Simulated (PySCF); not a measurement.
C₃H₆BFO, SMILES O1B(CF)CC1. Atoms are numbered in the order given.

```xyz
12

F     -0.5067    -2.3442     0.0000
C      0.5986    -1.4939     0.0000
B      0.1781     0.0238     0.0000
C     -1.1392     0.9123     0.0000
C     -0.0697     2.0261     0.0000
O      1.0603     1.0865     0.0000
H      1.2357    -1.7195    -0.8896
H      1.2357    -1.7195     0.8896
H     -1.7812     0.8614    -0.9007
H     -1.7812     0.8614     0.9007
H     -0.0301     2.6679    -0.9049
H     -0.0301     2.6679     0.9049
```

Coordinates come from a PBE-D3(BJ)/def2-SVP optimisation. The structure was generated by enumeration, and PubChem lists no compound with its InChIKey, so it may never have been made. The values are those of a single conformer.

The numbers are results of PBE-D3(BJ)/def2-SVP run with PySCF, not measurements.

Frequencies are harmonic and unscaled.

### Question
List the normal modes with their intensities. (The exact figures need the calculation; the answer reports its results.)

### Answer

```csv
mode,ν (cm⁻¹),IR (km/mol),moving atoms (share of kinetic energy)
1,49,6.5,"H 33 %, C 32 %, F 23 %, O 10 %"
2,151,4.5,"F 42 %, C 30 %, H 12 %, B 11 %"
3,157,2.5,"H 44 %, C 28 %, O 15 %, B 11 %"
4,324,0.4,"H 52 %, B 36 %, O 11 %"
5,410,0.0,"F 36 %, O 29 %, C 21 %, B 9 %"
6,577,6.8,"C 62 %, H 21 %, O 11 %"
7,625,1.8,"H 74 %, C 24 %"
8,783,2.4,"H 83 %, C 11 %"
9,810,4.6,"C 46 %, O 29 %, H 19 %"
10,931,9.2,"H 45 %, B 31 %, C 21 %"
11,937,47.0,"C 59 %, O 31 %, H 8 %"
12,948,17.4,"C 48 %, H 36 %, O 10 %"
13,1036,8.1,"C 49 %, H 30 %, F 12 %, B 9 %"
14,1061,93.4,"C 45 %, H 27 %, F 25 %"
15,1124,0.2,"H 68 %, C 28 %"
16,1146,0.3,H 94 %
17,1151,62.5,"B 41 %, H 28 %, C 18 %, O 12 %"
18,1195,1.3,H 91 %
19,1223,76.7,"H 59 %, B 25 %, C 11 %"
20,1299,27.5,"H 55 %, C 26 %, B 13 %"
21,1352,24.2,"H 79 %, C 14 %"
22,1378,56.7,H 85 %
23,1397,45.4,"H 50 %, B 28 %, C 16 %"
24,1450,18.9,"H 73 %, B 12 %, C 11 %"
25,2924,20.9,H 95 %
26,2965,19.8,"H 91 %, C 9 %"
27,2982,54.1,H 95 %
28,3025,2.0,H 94 %
29,3046,18.5,"H 90 %, C 10 %"
30,3086,3.8,"H 90 %, C 10 %"
```
